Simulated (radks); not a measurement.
Tm2+, configuration [Kr] 4d10 4f14 5s1 5p6 (not the ground configuration). Method: scalar-relativistic Kohn-Sham, MS2 meta-GGA, spin-polarised, spherical densities, finite nucleus; open shells are filled with parallel spins first (spin-orbit coupling, left out, can overturn this in heavy ions); meta-GGA in the generalised Kohn-Sham scheme; Fermi nuclear charge, rms radius 5.2256 fm; computed with a radial shooting solver on a logarithmic mesh with Libxc functionals.

Radial electron density D(r) = 4 pi r^2 rho(r):

r (bohr)   D(r) (e/bohr)  spin D(r)
0.0007298          3.408    0.00153
0.0008361          4.249    0.00190
0.0009656          5.355    0.00239
0.001106           6.644    0.00296
0.001278           8.322    0.00370
0.001464           10.26    0.00455
0.001691           12.75    0.00562
0.001937           15.59    0.00684
0.002237           19.18    0.00836
0.002563           23.18     0.0100
0.002936           27.84     0.0119
0.003391           33.52     0.0142
0.003885           39.58     0.0165
0.004486           46.70     0.0191
0.00514            53.96     0.0216
0.005936           61.99     0.0241
0.006801           69.60     0.0260
0.007854           77.27     0.0273
0.008998           83.66     0.0275
0.01031            88.72     0.0265
0.01191            92.15     0.0238
0.01364            93.25     0.0197
0.01575            92.18     0.0140
0.01805            89.49    0.00832
0.02084            85.87    0.00328
0.02388            83.13    0.00134
0.02758            82.62    0.00436
0.0316             85.71     0.0134
0.0362             92.69     0.0282
0.04181            103.3     0.0474
0.0479             114.1     0.0632
0.05531            122.5     0.0698
0.06337            124.6     0.0609
0.07319            119.3     0.0362
0.08385            109.4    0.00920
0.09684            98.93   -0.00339
0.1109             94.44     0.0161
0.1271             97.61     0.0656
0.1468             106.2      0.122
0.1682             111.8      0.137
0.1942             107.4     0.0873
0.2225             91.98    0.00756
0.257              70.80    -0.0295
0.2944             56.14     0.0357
0.34               52.41      0.175
0.3896             57.36      0.255
0.4463             62.60      0.194
0.5154             61.15     0.0210
0.5905             52.19    -0.0653
0.682              39.06     0.0993
0.7814             27.99      0.482
0.9024             20.03      0.928
1.034              15.56       1.18
1.194              12.45       1.15
1.368              9.850      0.910
1.567              7.239      0.588
1.81               4.670      0.293
2.074              2.733      0.118
2.395              1.351     0.0305
2.744             0.6099    0.00279
3.169             0.2303   -0.00278
3.63             0.08192   -0.00208
4.192            0.02467  -0.000926
4.803           0.007222  -0.000351

D(r) has 4 maxima, at r = 0.0136, 0.0619, 0.172, 0.468 bohr, and minima at 0.0263, 0.112, 0.329 bohr, inside which lie 1.92, 11.08, 29.61 electrons.
